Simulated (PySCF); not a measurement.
## Spin-rotation constants: `[C@]12(F)C(=C)CC[C@H](C1)C2`, C8H11F

Molfile (atoms numbered from 1):
```
C8H11F
     RDKit          3D

 20 21  0  0  0  0  0  0  0  0999 V2000
    2.2007   -0.7659    0.9248 C   0  0  0  0  0  0  0  0  0  0  0  0
    1.0681   -0.2214    0.5145 C   0  0  0  0  0  0  0  0  0  0  0  0
    0.9775    1.1003   -0.2051 C   0  0  0  0  0  0  0  0  0  0  0  0
   -0.2388    1.1907   -1.1433 C   0  0  0  0  0  0  0  0  0  0  0  0
   -1.3583    0.2661   -0.6713 C   0  0  1  0  0  0  0  0  0  0  0  0
   -0.8518   -1.1859   -0.6868 C   0  0  0  0  0  0  0  0  0  0  0  0
   -0.2716   -0.8667    0.7006 C   0  0  1  0  0  0  0  0  0  0  0  0
   -0.2494   -1.8955    1.6149 F   0  0  0  0  0  0  0  0  0  0  0  0
   -1.3759    0.1858    0.8654 C   0  0  0  0  0  0  0  0  0  0  0  0
    2.2138   -1.6971    1.4634 H   0  0  0  0  0  0  0  0  0  0  0  0
    3.1506   -0.2912    0.7477 H   0  0  0  0  0  0  0  0  0  0  0  0
    0.9027    1.8831    0.5553 H   0  0  0  0  0  0  0  0  0  0  0  0
    1.9013    1.2833   -0.7552 H   0  0  0  0  0  0  0  0  0  0  0  0
   -0.5932    2.2226   -1.1826 H   0  0  0  0  0  0  0  0  0  0  0  0
    0.0483    0.9014   -2.1568 H   0  0  0  0  0  0  0  0  0  0  0  0
   -2.2988    0.4737   -1.1805 H   0  0  0  0  0  0  0  0  0  0  0  0
   -0.1435   -1.4711   -1.4615 H   0  0  0  0  0  0  0  0  0  0  0  0
   -1.6555   -1.9159   -0.6258 H   0  0  0  0  0  0  0  0  0  0  0  0
   -2.2894   -0.2669    1.2443 H   0  0  0  0  0  0  0  0  0  0  0  0
   -1.1420    1.0813    1.4349 H   0  0  0  0  0  0  0  0  0  0  0  0
  1  2  2  0
  2  3  1  0
  3  4  1  0
  4  5  1  0
  5  6  1  0
  6  7  1  0
  7  8  1  1
  7  9  1  0
  7  2  1  0
  9  5  1  0
  1 10  1  0
  1 11  1  0
  3 12  1  0
  3 13  1  0
  4 14  1  0
  4 15  1  0
  5 16  1  6
  6 17  1  0
  6 18  1  0
  9 19  1  0
  9 20  1  0
M  END
```

The calculation used PySCF 2.14.0, GIAO wB97X-D/pcSseg-1 magnetisability, rotational g tensor and spin-rotation constants, non-relativistic, gas phase. Geometry: GFN2-xTB.

Problem. Give the nuclear spin-rotation constants along the inertial axes (H = +C I·J) beside the isotropic shieldings.

Solution. Rotational constants 2.3479, 1.9265, 1.3010 GHz. A star marks the isotopologue with that one atom substituted, in its own axes.
| atom | isotope | Caa (kHz) | Cbb (kHz) | Ccc (kHz) | mean (kHz) | σ (ppm) |
| --- | --- | --- | --- | --- | --- | --- |
| F8 | 19F | 1.465 | 1.802 | 0.848 | 1.371 | 343.6 |
| H10 | 1H | 0.130 | -0.126 | -0.144 | -0.047 | 26.3 |
| H11 | 1H | -0.240 | 0.181 | -0.156 | -0.072 | 26.6 |
| H12 | 1H | -0.256 | -0.181 | 0.041 | -0.132 | 29.0 |
| H13 | 1H | -0.251 | 0.030 | -0.113 | -0.111 | 29.4 |
| H14 | 1H | -0.042 | -0.212 | -0.078 | -0.111 | 30.0 |
| H15 | 1H | -0.220 | -0.207 | 0.013 | -0.138 | 30.2 |
| H16 | 1H | -0.038 | -0.116 | -0.138 | -0.097 | 29.7 |
| H17 | 1H | -0.281 | -0.144 | -0.001 | -0.142 | 30.4 |
| H18 | 1H | -0.273 | 0.073 | -0.130 | -0.110 | 29.3 |
| H19 | 1H | -0.274 | 0.076 | -0.138 | -0.112 | 29.6 |
| H20 | 1H | -0.264 | -0.156 | 0.009 | -0.137 | 29.8 |
| C1 | 13C* | 0.729 | 0.784 | 0.173 | 0.562 | 75.0 |
| C2 | 13C* | 0.982 | 0.936 | 0.220 | 0.713 | 27.6 |
| C3 | 13C* | 0.334 | 0.312 | 0.223 | 0.289 | 157.6 |
| C4 | 13C* | 0.402 | 0.296 | 0.205 | 0.301 | 155.9 |
| C5 | 13C* | 0.423 | 0.244 | 0.195 | 0.287 | 161.6 |
| C6 | 13C* | 0.399 | 0.387 | 0.245 | 0.344 | 139.4 |
| C7 | 13C* | 0.539 | 0.524 | 0.360 | 0.474 | 90.7 |

For the geometry as given, no vibrational averaging.
